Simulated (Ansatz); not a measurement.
C₂H₅Te (SMILES [CH2][Te]C), doublet, geometry from GFN2-xTB (all electrons, no relativity). Base run: Ansatz (a first-principles code) with HF/STO-3G.

Here is a job for Ansatz.
Ansatz 0.2 input:
```yaml
crystal:
  periodic: [false, false, false]
  atoms:
    - {symbol: C, position_ang: [1.63628114, -0.16585437, -0.82904269]}
    - {symbol: Te, position_ang: [-0.01981550, -0.03540149, 0.37245588]}
    - {symbol: C, position_ang: [-1.36879903, 0.28716843, -1.27405793]}
    - {symbol: H, position_ang: [2.58924560, -0.26141333, -0.34204773]}
    - {symbol: H, position_ang: [1.62898691, 0.35624616, -1.76957019]}
    - {symbol: H, position_ang: [-1.14282571, 1.22687019, -1.76038651]}
    - {symbol: H, position_ang: [-1.26973041, -0.52249177, -1.98431422]}
    - {symbol: H, position_ang: [-2.38016302, 0.31378203, -0.89278368]}
basis:
  gaussian:
    orbitals: STO-3G
hamiltonian:
  xc: hf
magnetization: {spin_polarized: true, initial_magnetization: 1}
```

Each row names what was changed in the base input (with any setting that the change needs).

```tsv
change	E (Eh)	<S^2>
base	-6624.79902	0.768
functional = wB97M-V	-6627.53317	0.754
functional = r2scan	-6627.59249	0.756
functional = b3lyp	-6627.44910	0.754
functional = pbe; dispersion = d3bj	-6626.71084	0.753
functional = blyp; dispersion = d3bj	-6627.25843	0.753
functional = wB97X	-6627.61236	0.756
functional = wB97X-V	-6627.13478	0.754
functional = blyp	-6627.24526	0.753
functional = pbe	-6626.70500	0.753
functional = pbe0; dispersion = d3bjatm	-6627.08401	0.755
functional = revpbe	-6627.07325	0.753
functional = hse06	-6627.09758	0.755
```

Totals shift with the method and basis; they matter in differences.
